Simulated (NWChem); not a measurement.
Correlation energy of H₆NSi₂

```xyz
9

Si     1.5641    -0.3906    -0.3349
N      0.1646     0.5684     0.1072
Si    -1.5273     0.1177     0.1885
H      1.2908    -1.8034     0.0824
H      2.7601     0.1455     0.3989
H      0.3447     1.5714     0.1527
H     -1.5903    -1.3656     0.2929
H     -2.3065     0.5499    -1.0121
H     -2.1655     0.7446     1.3839
```
Charge 0, spin multiplicity 2.

The numbers come from NWChem runs, not from measurements. The geometry was optimised at UB3LYP/def2-SVP, a minimum by its harmonic frequencies. It is one conformer; others weren't searched.

Basis set: cc-pVDZ. Each correlation energy counts from its own Hartree-Fock reference.

The correlated methods keep 11 core orbitals frozen. The structure started from a generated list of species. The stability of the SCF solutions was not checked. Open-shell Hartree-Fock references start from PBE0 orbitals. Coupled-cluster values serve here as a point of comparison, not as the truth.

Problem. For the correlation energy, URI-MP2 gives -359.7 mHa and UMP2 gives -359.8 mHa. What do SCS-UMP2, CCSD on ROHF, CCSD[T] on ROHF give?

Solution. SCS-UMP2: -368.6 mHa; CCSD on ROHF: -410.8 mHa; CCSD[T] on ROHF: -422.0 mHa.
